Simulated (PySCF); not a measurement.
**One molecule, a ladder of functionals, a line**

Molecule: SMILES O(C)[C@H]1C=C1[SiH3], C4H8OSi.

Mapped SMILES: `[CH3:1][O:2][C@H:3]1[CH:4]=[C:5]1[SiH3:6]`. Each H is labelled by its parent atom.

GIAO shieldings (ppm, equivalent atoms averaged) in PySCF 2.14 on the PBE0-D3(BJ)/def2-SVP geometry, basis pcSseg-1, gas phase, non-relativistic:

```tsv
functional	exact exchange (%)	σ(C3)	σ(C1)	σ(O2)	σ(Si6)
BLYP	0	115.1	116.1	254.4	413.4
BP86	0	119.5	120.9	261.7	421.0
PBE	0	119.9	121.6	260.7	422.6
B3LYP	20	122.4	121.6	267.1	423.6
mPW1PW91	25	127.7	126.9	274.4	432.6
BHandHLYP	50	132.1	128.7	281.7	439.4
HF	100	147.3	139.4	300.9	468.2
```

Question: Fit each shielding as a line in the percentage of exact exchange.

Answer: σ(C3) = 118.2 + 0.29 x (rms 1.8 ppm); σ(C1) = 119.5 + 0.20 x (rms 2.0 ppm); σ(O2) = 259.8 + 0.42 x (rms 2.8 ppm); σ(Si6) = 418.0 + 0.49 x (rms 3.5 ppm). The functionals also differ in their semilocal parts, which the line can't hold; Hartree–Fock has no correlation at all.

Question: What does the line predict for PBE0 (25 %), and what does the run give?

Answer: σ(C3): 125.5 predicted, 128.4 computed; σ(C1): 124.5 predicted, 127.8 computed; σ(O2): 270.3 predicted, 275.0 computed; σ(Si6): 430.2 predicted, 434.9 computed ppm.
